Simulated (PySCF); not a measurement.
Compound: C6H11N3.
Bonds: C1–C2, C2–C3, C3–C4 (aromatic), C4–N5 (aromatic), N5–N6 (aromatic), N6–C7, C7–C8, N6–N9 (aromatic), C3–N9 (aromatic). Hydrogens: H10, H11, H12 on C1; H13, H14 on C2; H15 on C4; H16, H17 on C7; H18, H19, H20 on C8.

NICS = −σ at a ghost point: NICS(0) at the centroid of the ring atoms, NICS(1) 1 Å to either side along the normal of their mean plane, zz for the tensor component along that normal. Level: GIAO PBE0/pcSseg-1 (PySCF, non-relativistic, gas phase) on the GFN2-xTB geometry, one conformer.

Ring bond lengths (Å), with Mayer bond orders in brackets: C3–C4 1.402 (1.33), C4–N5 1.325 (1.50), N5–N6 1.310 (1.24), N6–N9 1.311 (1.23), N9–C3 1.330 (1.44).

Question: What do the NICS probes read (ppm)?

Answer: 
```csv
ring,type,NICS(0),"NICS(1), two faces","NICS(1)zz, two faces",rms pucker (Å),"centre to ring atoms, mean (Å)"
C3–C4–N5–N6–N9,5-membered ring with 3 N; formal bonds all aromatic,-13.1,-13.1 / -13.2,-31.4 / -33.3,0.00,1.14
```

Question: What can be read from them?

Answer: 
- C3–C4–N5–N6–N9: mean NICS(1)zz -32.4 ppm, shielded. For a flat ring without four-coordinate atoms the NICS criterion counts such a value as aromatic.

Question: And the bond-length index? HOMA = 1 − mean of α(R − Ropt)² over the ring bonds, with Krygowski's 1993 parameters (CC: Ropt 1.388 Å, α 257.7 Å⁻²; CN: Ropt 1.334 Å, α 93.52 Å⁻²; NN: Ropt 1.309 Å, α 130.33 Å⁻²).

Answer: 
- C3–C4–N5–N6–N9: HOMA 0.99; the largest term is that of C3–C4, α(R − Ropt)² = 0.05. The geometric and the magnetic index point the same way.

Question: At the second NICS(1) probe listed for ring C3–C4–N5–N6–N9, 1 Å off the ring, what do the in-plane components average?

Answer: The isotropic value is a third of the trace: (3 × -13.2 − (-33.3))/2 = -3.1 ppm.

Question: Give the inner angles of the rings and the Hirshfeld charges of the ring atoms.

Answer: 
- C3–C4–N5–N6–N9: C3 107.1° (+0.023 e), C4 108.3° (-0.044 e), N5 104.6° (-0.139 e), N6 114.9° (+0.098 e), N9 105.1° (-0.138 e); sum 540.0° against 540° for a flat convex ring.

Question: How shielded are the nuclei of the rings and their hydrogens (means over atoms taken as equivalent)?

Answer: 
| atoms | environment | σ isotropic (ppm) | principal values of the symmetric part, first atom (ppm) |
| --- | --- | --- | --- |
| C3 | substituted aromatic carbon | 31.4 | -33.2, 4.6, 122.6 |
| C4 | aromatic CH next to a ring nitrogen | 49.8 | -31.8, 54.9, 126.4 |
| N5 | pyridine-type nitrogen | -97.6 | -325.6, -131.0, 163.8 |
| N6 | pyrrole-type nitrogen | -12.5 | -129.0, 10.6, 80.8 |
| N9 | pyridine-type nitrogen | -89.3 | -299.7, -122.8, 154.7 |
| H15 | aromatic hydrogen | 24.27 | 21.9, 24.0, 26.9 |

Shape of the structure used: `[CH3:1][CH2:2][c:3]1[cH:4][n:5][n:6]([CH2:7][CH3:8])[n:9]1`: C1–C2–C3–C4 87°, N5–N6–C7–C8 -87°.
